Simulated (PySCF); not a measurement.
Exercise with solution: oscillator strength and radiative lifetime

C4H2F2O2, SMILES C1(F)=C(F)OCC1=O.

Geometry: B3LYP-D3(BJ)/def2-SVP. This is a generated structure with no PubChem entry under its InChIKey; it may be hypothetical. Other conformers were not sampled.

TDDFT-PBE/def2-SVPD (PySCF) puts the first singlet state with f over 0.02 at 4.95 eV (vertical), with the transition dipole (-0.336, 1.082, 0.000) in atomic units.

**Question.** Find the oscillator strength, the wavelength and the radiative lifetime that this transition would have in vacuum if emission retraced absorption.

**Answer.** 
|μ|² = 1.2836 au, so |μ| = 2.88 D. ΔE = 4.95/27.211 = 0.1819 hartree. f = (2/3) ΔE |μ|² = 0.156 (the program prints 0.156).
λ = 1239.84/4.95 = 250 nm; ν = 39924 cm⁻¹.
Einstein's coefficient A = 0.6670 ν² f s⁻¹ (ν in cm⁻¹) = 1.7e8 s⁻¹, so τ = 1/A = 6.0 ns. This state is S2; the lower singlet has f = 0.000. The figure is the radiative limit of this one transition; relaxation, internal conversion, crossing to triplets and a medium change what is measured.
